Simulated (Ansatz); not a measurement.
Consider the ligand exchange at the Si–N bond: `BN([SiH3])[SiH2]F` + H–F → `F[SiH2]F` + `BN[SiH3]`.

Gas-phase electronic energies from Ansatz, PBE0-D4/def2-TZVP geometries. CCSD(T)/CBS is the MP2 limit (def2-TZVPP, def2-QZVPP) plus CCSD(T) − MP2 in def2-TZVPP, frozen cores. This one scheme is used for every species. DFT in def2-TZVPP. B3LYP here is the variant with VWN-RPA as its local correlation; programs differ in this. One conformer a species, not always the lowest.

`BN([SiH3])[SiH2]F`:

```xyz
12

B     1.484   -0.661   -0.331
N     0.210   -0.126   -0.032
Si    0.140    1.560    0.471
Si   -1.219   -1.092   -0.184
F    -2.045   -0.624   -1.469
H     1.593   -1.796   -0.696
H     2.454    0.037   -0.209
H    -1.288    1.905    0.689
H     0.709    2.430   -0.586
H     0.898    1.745    1.732
H    -2.101   -0.874    0.984
H    -0.836   -2.505   -0.367
```

H–F:

```xyz
2

F     0.431   -0.007    0.160
H    -0.431    0.007   -0.160
```

`F[SiH2]F`:

```xyz
5

F    -1.163   -1.023   -0.134
Si    0.050   -0.008   -0.020
F    -0.454    1.271    0.771
H     1.124   -0.647    0.762
H     0.443    0.407   -1.379
```

`BN[SiH3]`:

Z-matrix (Å, degrees):
```
Si
N 1 1.745
H 1 1.487 2 110.4
H 1 1.480 2 107.6 3 -120.5
H 1 1.487 2 110.4 3 119.0
B 2 1.399 1 126.7 3 120.4
H 2 1.011 1 116.7 3 -59.6
H 6 1.198 2 119.6 1 -180.0
H 6 1.198 2 119.0 1 -0.0
```

```
  level  ΔE (kcal/mol)
PBE0-D4          -21.1
  B3LYP          -26.1
```

**Question.** What does CCSD(T)/CBS give? (Best estimate.)

**Answer.** Computed: -21.2 kcal/mol. The listed levels differ from it by 0.1, -4.9 kcal/mol.

Largest T1 diagnostic among the species: 0.012.

The D4 term adds +3.4 kcal/mol with B3LYP and +1.9 kcal/mol with PBE0; it sums over pairs of atoms, weighted by their polarisabilities, and B3LYP, whose exchange is more repulsive, gets the larger term. In def2-TZVPP, CCSD(T) changes the Hartree–Fock value by +5.3 kcal/mol (the triples alone add +0.8 kcal/mol) and MP2 by +5.9 kcal/mol.
